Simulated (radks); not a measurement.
The numbers below are computed, except where a source is named.
Ionisation of neutral mercury, [Hg], to [Xe] 4f14 5d10 6s1 as the strength of local exchange is varied. Code: a radial shooting solver on a logarithmic mesh with Libxc functionals. Model: non-relativistic Kohn-Sham, Slater X-alpha exchange (alpha = 2/3 is LDA exchange), no correlation, spin-polarised, spherical densities, point nucleus; relativity is left out, which matters for an element this heavy.

| alpha | E(Hg) (hartree) | exchange (hartree) | IE (eV) | -e of the level emptied (eV) | <r> of it (bohr) |
|---|---|---|---|---|---|
| 0.597 | -18361.2729 | -296.6096 | 7.204 | 4.150 (6s) | 3.212 |
| 0.648 | -18386.6299 | -322.4180 | 7.529 | 4.467 (6s) | 3.163 |
| 0.667 | -18396.0861 | -332.0517 | 7.652 | 4.587 (6s) | 3.145 |
| 0.745 | -18434.9599 | -371.7075 | 8.164 | 5.093 (6s) | 3.076 |
| 0.842 | -18483.4234 | -421.2627 | 8.819 | 5.749 (6s) | 2.995 |
| 0.856 | -18490.4292 | -428.4369 | 8.916 | 5.846 (6s) | 2.984 |
| 1.017 | -18571.1949 | -511.3364 | 10.054 | 7.005 (6s) | 2.863 |

NIST Atomic Spectra Database: 10.438 eV (measured). The central value is not met in this range of alpha. Relativity is left out here, which matters for elements this heavy.
